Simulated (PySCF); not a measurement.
# Dipole moment and polarisability of `C[SiH](O[SiH3])O[SiH3]`

Species: CH10O2Si3.
Atom-mapped SMILES: `[CH3:1][SiH:2]([O:3][SiH3:4])[O:5][SiH3:6]` (hydrogens: H7, H8, H9 on C1; H10 on Si2; H11, H12, H13 on Si4; H14, H15, H16 on Si6)

Cartesian coordinates in Å at the PBE0-D3(BJ)/def2-SVP level; atoms count from 1:
```
atom  x, y, z in Å
C1     0.0864   -2.2979   -0.5830
Si2    0.0871   -1.0047    0.7507
O3    -1.3093   -0.1201    0.6677
Si4   -2.1667    1.1644    0.0810
O5     1.3900   -0.0047    0.5543
Si6    2.0380    1.3989   -0.0349
H7     0.0009   -1.8292   -1.5759
H8     1.0158   -2.8874   -0.5604
H9    -0.7626   -2.9873   -0.4560
H10    0.1657   -1.5892    2.1139
H11   -2.8270    1.8829    1.2083
H12   -3.2087    0.6841   -0.8740
H13   -1.2544    2.1088   -0.6368
H14    1.4467    2.5810    0.6609
H15    3.5100    1.3742    0.1971
H16    1.7724    1.5237   -1.5011
```

Level: PBE0/def2-SVPD (PySCF), static field, nuclei fixed, core orbitals frozen in the response. The polarisability tensor in these axes (au):

```
x   100.64   0.05  -0.17
y     0.05  99.09   0.99
z    -0.17   0.99  88.22
```

**Question.** What are the eigenvalues, a third of the trace, and Δα (Δα² = ½Σ(αi − αj)² over the three pairs)?

**Answer.** Principal values 88.12, 99.18 and 100.64 au; mean 95.98 au = 14.22 Å³ = 15.83 × 10⁻⁴⁰ C²·m²/J; Δα = 11.85 au (12 % of the mean).

**Question.** What is the dipole moment, and where does it point?

**Answer.** (-0.07, -0.35, -0.77) D, 0.85 D in size, pointing from the negative to the positive side. Measured along this direction, the outermost atoms are H14 at the negative end and H7 at the positive end.

**Question.** In a dilute gas of rigid molecules at 500 K, how does the orientational term μ²/3kT compare with the electronic polarisability?

**Answer.** In Gaussian units μ²/3kT = 3.49 Å³ against 14.22 Å³, a ratio of 0.25; the Debye molar polarisation (4π/3)N_A(α + μ²/3kT) is 44.7 cm³/mol, leaving out the vibrational part.

**Question.** Directions of the eigenvectors, and the extent of the frame along each?

**Answer.** Largest value along (1.00, 0.03, -0.01), where the nuclei span 6.72 Å; middle along (-0.03, 1.00, 0.09), 5.59 Å; least along (0.01, -0.09, 1.00), 3.86 Å. The response follows the extents in order.

**Question.** Find the Langevin capture rate constant for O2+ (31.990 u) meeting this molecule (137.999 u), k = 2.342 × 10⁻⁹ cm³/s × √(α in Å³ / reduced mass in u).

**Answer.** The reduced mass is 25.97 u, so k = 1.73 × 10⁻⁹ cm³/s. The formula leaves out the permanent dipole, which adds to the capture rate.

**Question.** What molar refraction does this α imply?

**Answer.** Lorentz–Lorenz: R = (4π/3)N_A α = 2.5225 cm³/(mol·Å³) × 14.22 Å³ = 35.9 cm³/mol, in the limit of long wavelengths.

Isolated species at its PBE0-D3(BJ)/def2-SVP geometry (one conformer only).
